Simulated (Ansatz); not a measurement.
Molecule: sum formula ZrH₄S (charge 0, singlet). 
Structure (B3LYP-D3(BJ)/def2-TZVP (Ansatz, an electronic-structure program) minimum search):
SMILES: [SH][ZrH3]
```xyz
6

Zr    -0.6278    -0.1906    -0.0223
H     -0.9248    -1.2371     1.4764
H     -1.7129     1.3055    -0.0256
H     -0.9137    -1.1455    -1.5787
S      1.6781     0.5524    -0.0082
H      1.8146    -0.1369     1.1500
```
Charge 0, spin multiplicity 1.

Computed values are from Ansatz. Valence correlation only, unless marked. UHF or UKS for open shells. Spin-orbit coupling is left out. Frozen are the shells of the preceding noble gas and the d and f shells that filled before the atom's block. In def2 rows, elements after Kr have scalar-relativistic effective core potentials. Basis-set limits of correlation are two-point, X^-3; Hartree-Fock from the larger set. [CCSD(T)-MP2]/basis is that difference in the basis named.

- atomisation energy De: 393.9 kcal/mol at RI-MP2/CBS(def2-TZVPPD,def2-QZVPPD)+[CCSD(T)-MP2]/def2-TZVPPD
- total energy: -446.8141 Eh at RI-MP2/CBS(def2-TZVPPD,def2-QZVPPD)+[CCSD(T)-MP2]/def2-TZVPPD
- dipole moment: 0.81 D at CCSD(T)/def2-SVPD
- T1 diagnostic: 0.019 at CCSD/def2-TZVPPD
